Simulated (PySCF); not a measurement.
H6NO2PSi: core ionisation energies

Species: H6NO2PSi.
Geometry (PBE0-D3(BJ)/def2-SVP, Å), atoms numbered from 1 in this order:
```
atom  x, y, z in Å
N1    -0.963   -1.120   -0.916
Si2   -0.039    0.107   -0.158
O3    -0.698    0.496    1.321
O4    -0.041    1.553   -0.973
P5     2.067   -0.705   -0.113
H6    -0.542   -1.682   -1.646
H7    -1.954   -0.981   -1.083
H8    -0.824   -0.240    1.927
H9    -0.048    2.330   -0.406
H10    1.871   -1.448    1.093
H11    2.585    0.441    0.564
```

Method: delta-SCF UKS SCAN, pcX-2 on the ionised atom, pcseg-1 elsewhere, spin-free X2C in PySCF 2.14.0. Binding energies are ΔSCF values: E(core-ionised, relaxed orbitals) − E(ground state) at a fixed geometry, referred to the vacuum level.

List the computed XPS lines with their assignment.

```
atom(s)                  environment     level  binding energy (eV)  2p1/2 (eV)  count
     P5  three-coordinate phosphorus      P 1s              2149.73           –      1
    Si2         oxygen-bound silicon     Si 1s              1847.81           –      1
  O3/O4               silanol oxygen      O 1s               538.53           –      2
     N1       silicon-bound nitrogen      N 1s               404.86           –      1
     P5  three-coordinate phosphorus   P 2p3/2               136.20      137.09      1
    Si2         oxygen-bound silicon  Si 2p3/2               107.68      108.30      1
```

Which effective nuclear charge Zeff reproduces each element's mean 1s value in the hydrogen-like formula E = 13.606 eV × Zeff²?

N (Z = 7): mean 404.9 eV, Zeff = 5.45, Z − Zeff = 1.55; O (Z = 8): mean 538.5 eV, Zeff = 6.29, Z − Zeff = 1.71; Si (Z = 14): mean 1847.8 eV, Zeff = 11.65, Z − Zeff = 2.35; P (Z = 15): mean 2149.7 eV, Zeff = 12.57, Z − Zeff = 2.43. Means run over the listed sites, weighted by atom count.

Express the binding energy of P 2p3/2 of P5 in atomic units and per mole.

136.20 eV = 5.0053 Eh = 13141 kJ/mol.

Topologically equivalent atoms share the value of their first member; where this conformer doesn't relate them by symmetry, their own values could differ. Spin–orbit coupling isn't in the SCF: each 2p doublet comes from a relaxed spin-free hole plus a matrix of the shell (mean-field spin–orbit coupling and the ground-state 2p splitting), with 2p3/2 averaged over its two sublevels. 2p1/2 minus 2p3/2 (ligand field included): Si 0.62 eV, P 0.89 eV. Isolated species at its PBE0-D3(BJ)/def2-SVP geometry (one conformer only).

Time: 61 s. Hardware: one thread of an x86-64 server, shared host.
